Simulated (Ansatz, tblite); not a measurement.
Scan of H3Al, singlet: umbrella (inversion) coordinate, bond length relaxed. Scanned: angle between the Al-H bonds and the threefold axis (90 = planar). Other coordinates (Al-H bond length) were minimised at PBE0/def2-TZVP. Each profile is relative to its own lowest point.

```
a / °       A      B      C
------  -----  -----  -----
90        0.0    0.0    0.0
92.51     1.3    1.3    1.2
96.41     8.4    8.6    8.1
98.90    16.1   16.5   15.6
102.27   30.7   30.9   29.6
104.26   41.6   41.3   40.0
107.37   61.9   60.3   59.4
111.30   93.4   88.8   89.6
114.61  125.3  116.5  120.0
116.92  150.5  137.8  143.9
119.29  179.0  161.6  171.0
122.79  226.1  200.4  215.5
125.79  271.5  238.1  258.3
128.43  315.4  275.4  299.6
132     380.8  333.6  360.9
```

Energies in kJ/mol.

Q: Assign the columns to these levels of theory: full CI/def2-SVP, frozen core run with Ansatz (a first-principles code); GFN2-xTB, 300 K electronic temperature (tblite); MP2 on RHF/def2-SVP, frozen core (Ansatz).

A: A is MP2/def2-SVP; B is GFN2-xTB; C is FCI/def2-SVP.
